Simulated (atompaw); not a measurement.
## Reading a pseudo-wave (Er)

Columns: radius, all-electron u(r) and pseudo u(r) of the 5d shell (level -1.97 eV) of erbium in the configuration [Kr] 4d10 4f12 5s2 5p6 5d0 6s1 6p1; PBE, scalar-relativistic, PAW (atompaw) scheme, atompaw 4.2.0.5.

```tsv
r (bohr)	all-electron	pseudo
0.096	0.1223	0.0003
0.192	0.0810	0.0026
0.288	-0.0894	0.0086
0.385	-0.1986	0.0199
0.481	-0.2087	0.0374
0.577	-0.1511	0.0618
0.673	-0.0605	0.0931
0.769	0.0396	0.1307
0.865	0.1363	0.1736
0.962	0.2243	0.2210
1.058	0.2995	0.2701
1.154	0.3625	0.3195
1.250	0.4142	0.3673
1.346	0.4557	0.4119
1.442	0.4881	0.4516
1.538	0.5129	0.4856
1.635	0.5313	0.5132
1.731	0.5441	0.5339
1.827	0.5524	0.5480
1.923	0.5569	0.5563
2.019	0.5585	0.5596
2.115	0.5575	0.5591
2.212	0.5545	0.5557
2.308	0.5500	0.5505
2.404	0.5441	0.5442
2.500	0.5373	0.5373
```

(1) How many radial nodes do the two functions have?

(2) Is the pseudo-wave norm-conserving?

## Answers

(1) The all-electron 5d function has n − l − 1 = 2; the pseudo-wave has 0, since the states of the same l below it are removed with the core.

(2) No, it belongs to a PAW set: the norm inside the radius is not constrained, and the difference is carried by the augmentation charge.
